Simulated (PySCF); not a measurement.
Gas-phase reaction: 2 TiCl4.H2O = TiCl4 + 2 H2 + TiO2 + 4 Cl

Method: PySCF energies (xtb for GFN2) plus ideal-gas RRHO corrections (1 bar). † marks an energy on the PBE0/def2-TZVP geometry and frequencies; other levels use their own. MP2 freezes the core. 6-31G* has spherical d functions here. Open shells (unrestricted): Cl (multiplicity 2); the rest are closed-shell singlets. GFN2 has no spin-polarisation term. Spin-orbit splitting is ignored; it lowers the true energy and changes the entropy of Cl. B3LYP is the form with VWN-RPA correlation. Adducts (TiCl4.H2O) have no counterpoise correction, and HF, PBE, BLYP, B3LYP and PBE0 lack dispersion. TiCl4.H2O: computed as isolated molecules; such fragments, hydroxides, amides, oligomers or adducts are transient or little studied in the gas. MP2 isn't extrapolated to the basis-set limit.

```
level               ΔH°(298 K), kJ
------------------  --------------
B3LYP/def2-TZVP†              1401
BLYP/def2-TZVP†               1345
GFN2-xTB                      1861
HF/6-31G*               (withheld)
HF/def2-TZVP†           (withheld)
MP2/def2-SVP†                 1373
PBE/def2-SVP                  1515
PBE0/def2-QZVP†               1508
PBE0/def2-SVP†          (withheld)
PBE0/def2-TZVP          (withheld)
ωB97M-V/def2-TZVP†            1519
```

**Question.** Complete the blanks.

**Answer.** 
- HF/6-31G*, ΔH°(298 K), kJ: 1166
- HF/def2-TZVP†, ΔH°(298 K), kJ: 1256
- PBE0/def2-SVP†, ΔH°(298 K), kJ: 1523
- PBE0/def2-TZVP, ΔH°(298 K), kJ: 1495
